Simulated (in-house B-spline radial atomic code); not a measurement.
A calculation on neutral rhodium (an excited or competing configuration): its settings, and results tabulated from the run. Method: Dirac-Hartree-Fock, average of configuration, Fermi nucleus of rms radius 4.4945 fm. Calculated with a B-spline radial code for spherical atoms.

Command:
```bash
python run_scf.py task.json out
```
Settings (nuclear radius in fm, mass in u):
```
Z                45
configuration    [Ar] 3d10 4s2 4p5 4d8 5s1 9f1
hamiltonian      dirac
method           hf
spin_polarised   False
nucleus          fermi
rms_radius       4.4945
atomic_mass      102.90549
speed_of_light   137.035999084
```

Output (hartree, bohr):
```
 radial grid: 95 intervals, B-splines of order 8, outer radius 245.7 bohr

 iter        energy (Eh)    residual
    1       -4775.822458    5.49e-01
    2       -4778.373691    2.29e-01
    3       -4780.345719    3.89e-02
    4       -4780.449464    8.21e-03
    5       -4780.454743    6.00e-03
    6       -4780.456077    1.20e-03
    7       -4780.456103    1.65e-04
    8       -4780.456104    2.54e-05
    9       -4780.456104    4.50e-06
   10       -4780.456104    1.06e-07

 total energy                     -4780.45610
 kinetic                            4984.6212
 electron-nucleus                 -11556.1596
 electron-electron                  1791.0823

 first-order corrections (not in the total)
   Gaunt                             3.4162
   retardation                      -0.3427
   frequency dependence             -0.0244
   self-energy                       2.3038
   Uehling                          -0.2770
   Wichmann-Kroll                    0.0047
   recoil                            0.0177

 orbital      occ     eigenvalue          <r>       <r^2>       <1/r>     <1/r^3>       r_max    small
 1s1/2      2.000      -859.0288     0.032618  0.00143731     47.0552           -     0.02118  2.71e-02
 2s1/2      2.000      -127.9978     0.141294   0.0236023     10.8151           -      0.1197  5.65e-03
 2p1/2      2.000      -118.1614     0.120393   0.0178027     10.7566           -     0.09304  5.63e-03
 2p3/2      4.000      -112.8167     0.125217   0.0191313     10.1688     3012.63     0.09708  5.42e-03
 3s1/2      2.000       -24.6165     0.388037    0.172333     3.76435           -      0.3505  1.57e-03
 3p1/2      2.000       -20.7115      0.38181    0.169537     3.65528           -      0.3381  1.50e-03
 3p3/2      4.000       -19.7605     0.392098    0.178605     3.51631     529.995      0.3474  1.45e-03
 3d3/2      4.000       -12.9209     0.367122    0.160835     3.33339     79.4372      0.2903  1.33e-03
 3d5/2      6.000       -12.7358      0.37052    0.163679     3.29687     75.2528      0.2931  1.31e-03
 4s1/2      2.000        -4.1642      0.98128     1.08939     1.39048           -      0.8807  3.63e-04
 4p1/2      1.667        -2.9434      1.05775     1.27964     1.27644           -      0.9272  3.16e-04
 4p3/2      3.333        -2.7908      1.08513     1.34694     1.23691     79.9129      0.9501  3.03e-04
 4d3/2      3.200        -0.8686       1.4284     2.44089    0.930496     7.19948       1.118  1.83e-04
 4d5/2      4.800        -0.8508      1.44587     2.50217    0.918545     6.73791       1.129  1.79e-04
 5s1/2      1.000        -0.5283      2.96857     9.98879     0.42636           -       2.534  4.13e-05
 9f5/2      0.429        -0.0062      115.356     14949.4   0.0123871 3.43998e-05       132.9  1.66e-07
 9f7/2      0.571        -0.0062      115.354     14949.1   0.0123876 3.44201e-05       132.9  1.66e-07
```

Run time, properties included: 8.2 s on 1 thread of Arm Neoverse V2, on a shared host.

For the Dirac Hamiltonian the kinetic term is c α·p + (β - 1)c².

9f5/2 reaches the box edge.

9f7/2 reaches the box edge.
